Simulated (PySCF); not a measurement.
Species: C₆H₁₃N₃Si.
Geometry (GFN2-xTB, Å), atoms numbered from 1 in this order:
```
atom  x, y, z in Å
C1     3.7581   -0.3797   -0.0774
C2     2.3934    0.2036   -0.0573
C3     2.0026    1.5572   -0.0732
N4     0.6858    1.6062   -0.0644
N5     0.2869    0.3464   -0.0471
Si6   -1.4257   -0.1314    0.0256
C7    -1.4799   -1.8483   -0.7836
C8    -2.3670    1.2178   -0.9227
C9    -1.9079   -0.1868    1.8664
N10    1.2870   -0.5208   -0.0397
H11    4.1822   -0.3046   -1.0788
H12    3.7135   -1.4281    0.2044
H13    4.4099    0.1561    0.6102
H14    2.6038    2.4430   -0.0906
H15   -0.6499   -2.4545   -0.4339
H16   -2.4017   -2.3698   -0.5481
H17   -1.4049   -1.7819   -1.8647
H18   -2.2137    2.1901   -0.4650
H19   -3.4337    1.0186   -0.9377
H20   -2.0268    1.2866   -1.9517
H21   -2.9678   -0.3840    1.9923
H22   -1.6865    0.7574    2.3560
H23   -1.3623   -0.9660    2.3914
```

Computed at PBE0/pcSseg-1 (PySCF, non-relativistic), with Q(14N) = 0.02044 b: N4, 14N (I = 1): χzz = -5.243 MHz, η = 0.254; N5, 14N (I = 1): χzz = 3.257 MHz, η = 0.593; N10, 14N (I = 1): χzz = -4.942 MHz, η = 0.366.

(1) Find the zero-field quadrupole resonance frequencies of 14N at N4.

(2) Where would the pure quadrupole (NQR) lines of 14N at N5 fall for the rigid, isolated species?

(3) Where would the pure quadrupole (NQR) lines of 14N at N10 fall for the rigid, isolated species?

## Answers

(1) From ν± = (3/4)|χ|(1 ± η/3) and ν0 = |χ|η/2: ν+ 4.266 MHz, ν− 3.599 MHz, ν0 0.667 MHz (pyridine-type nitrogen).

(2) From ν± = (3/4)|χ|(1 ± η/3) and ν0 = |χ|η/2: ν+ 2.926 MHz, ν− 1.960 MHz, ν0 0.966 MHz (pyrrole-type nitrogen).

(3) From ν± = (3/4)|χ|(1 ± η/3) and ν0 = |χ|η/2: ν+ 4.158 MHz, ν− 3.255 MHz, ν0 0.904 MHz (pyridine-type nitrogen).

In a crystal, neighbours and librations shift these lines. GFN2-xTB bond lengths can be off by several hundredths of an ångström, more for odd bonds, and the gradients follow them. These gradients aren't converged with respect to the basis.

The run behind these numbers computed NMR shieldings as well. The run took 40 s on x86-64 server, one thread, shared host.
